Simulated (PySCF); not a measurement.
Species: Si(vinyl)3Ph, C12H14Si.
Geometry (PBE0-D3(BJ)/def2-SVP, Å), atoms numbered from 1 in this order:
```
atom  x, y, z in Å
Si1    0.584    0.845    0.507
C2     0.612    0.788    2.382
C3     0.290   -0.281    3.120
H4     0.944    1.693    2.911
H5    -0.046   -1.217    2.660
H6     0.346   -0.272    4.215
C7     2.353    0.880   -0.117
C8     2.799    1.731   -1.048
H9     3.066    0.160    0.310
H10    2.135    2.472   -1.510
H11    3.839    1.729   -1.395
C12   -0.291    2.405   -0.056
C13   -1.260    2.427   -0.979
H14    0.015    3.361    0.392
H15   -1.612    1.508   -1.461
H16   -1.748    3.357   -1.292
C17   -0.307   -0.666   -0.173
C18   -1.605   -0.985    0.259
C19   -2.284   -2.088   -0.255
C20   -1.674   -2.896   -1.215
C21   -0.388   -2.594   -1.660
C22    0.286   -1.488   -1.143
H23   -2.095   -0.359    1.011
H24   -3.294   -2.319    0.093
H25   -2.204   -3.762   -1.619
H26    0.092   -3.222   -2.414
H27    1.292   -1.255   -1.504
```

NICS is the negative of the GIAO shielding at a point without a nucleus: at the ring centre (0) and 1 Å above and below it (1); zz is the component along the ring normal. Level: GIAO B3LYP/pcSseg-1 (PySCF, non-relativistic, gas phase) on the PBE0-D3(BJ)/def2-SVP geometry, one conformer.

Ring bond lengths (Å): C17–C18 1.405, C18–C19 1.393, C19–C20 1.395, C20–C21 1.394, C21–C22 1.395, C22–C17 1.402.

What do the NICS probes read (ppm)?

```tsv
ring	type	NICS(0)	NICS(1), two faces	NICS(1)zz, two faces	rms pucker (Å)	centre to ring atoms, mean (Å)
C17–C18–C19–C20–C21–C22	6-membered carbocycle	-7.5	-10.8 / -10.8	-28.2 / -28.4	0.00	1.40
```

What do they say, and how far can they be read as aromaticity?

- C17–C18–C19–C20–C21–C22: mean NICS(1)zz -28.3 ppm, shielded.

How do the values depend on the level or the medium?

```csv
level,"NICS(0), C17–C18–C19–C20–C21–C22","mean NICS(1)zz, C17–C18–C19–C20–C21–C22"
"B3LYP/pcSseg-1, gas",-7.5,-28.3
"PBE0/pcSseg-1, gas",-7.6,-28.6
```

The geometry is the same throughout.

The run took 64 s wall, 2.4 min CPU on an Intel Xeon Platinum 8488C with 2 threads (shared host), and the process peaked at 2.3 GiB of memory. This is the whole shielding run at B3LYP/pcSseg-1, SCF included.
